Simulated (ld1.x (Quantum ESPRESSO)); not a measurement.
## Which change was made? (H, ultrasoft)

```json
{
 "Element": "hydrogen",
 "Generator": "ld1.x (Quantum ESPRESSO) 7.5",
 "Type": "ultrasoft",
 "Functional": "PBEsol",
 "Relativity": "non-relativistic",
 "Frozen core": "none",
 "Valence charge": "1",
 "Reference configuration": "1s1",
 "Partial waves": "1s (bound): rcut 0.60, rcutus 0.75 bohr; 1s channel at 0.1 Ry: rcut 0.60, rcutus 0.75 bohr; 2p channel at 0.05 Ry: rcut 0.50, rcutus 0.60 bohr; 2p channel at 0.55 Ry: rcut 0.50, rcutus 0.60 bohr",
 "Local potential": "all-electron potential smoothed inside 0.65 bohr (lloc = -1)",
 "Core correction": "none",
 "Augmentation charge": "PSQ, radius 0.35 bohr"
}
```

Cutoffs, loose and tight: the cutoffs (Ry, on a coarse ladder) from which the occupation-weighted sum of valence levels, in a spherical-Bessel basis at the reference potential, stays within 10 and 1 mRy of its value at 400 Ry. They do not see the model core or the augmentation charge, which bear on the density cutoff. Test errors are all-electron minus pseudo excitation energies from the reference, over the configurations 1s0.5; variants that change the core or the reference have their own tests.

The base gives: outcome: generated; cutoff, loose: 25 Ry; cutoff, tight: 55 Ry; bound ghosts: none.

After one change the result is: outcome: generated; cutoff, loose: 21 Ry; cutoff, tight: 45 Ry; bound ghosts: none. Which change was it?
A. all radii scaled by about 0.89 (s 0.66, p 0.54 bohr, rcut 0.54/0.44); local potential all-electron potential smoothed inside 0.58 bohr (lloc = -1); augmentation PSQ, radius 0.32 bohr
B. all radii scaled by about 1.33 (s 1.00, p 0.80 bohr, rcut 0.80/0.68); local potential all-electron potential smoothed inside 0.88 bohr (lloc = -1); augmentation PSQ, radius 0.46 bohr
C. all radii scaled by about 0.77 (s 0.58, p 0.46 bohr, rcut 0.46/0.38); local potential all-electron potential smoothed inside 0.50 bohr (lloc = -1); augmentation PSQ, radius 0.28 bohr
D. all radii scaled by about 1.14 (s 0.86, p 0.68 bohr, rcut 0.68/0.56); local potential all-electron potential smoothed inside 0.74 bohr (lloc = -1); augmentation PSQ, radius 0.40 bohr

D. The others give: all radii scaled by about 1.33 (s 1.00, p 0.80 bohr, rcut 0.80/0.68); local potential all-electron potential smoothed inside 0.88 bohr (lloc = -1); augmentation PSQ, radius 0.46 bohr → outcome: generated; cutoff, loose: 18 Ry; cutoff, tight: 35 Ry; bound ghosts: none | all radii scaled by about 0.89 (s 0.66, p 0.54 bohr, rcut 0.54/0.44); local potential all-electron potential smoothed inside 0.58 bohr (lloc = -1); augmentation PSQ, radius 0.32 bohr → outcome: generated; cutoff, loose: 30 Ry; cutoff, tight: 70 Ry; bound ghosts: none | all radii scaled by about 0.77 (s 0.58, p 0.46 bohr, rcut 0.46/0.38); local potential all-electron potential smoothed inside 0.50 bohr (lloc = -1); augmentation PSQ, radius 0.28 bohr → outcome: generated; cutoff, loose: 35 Ry; cutoff, tight: 80 Ry; bound ghosts: none.
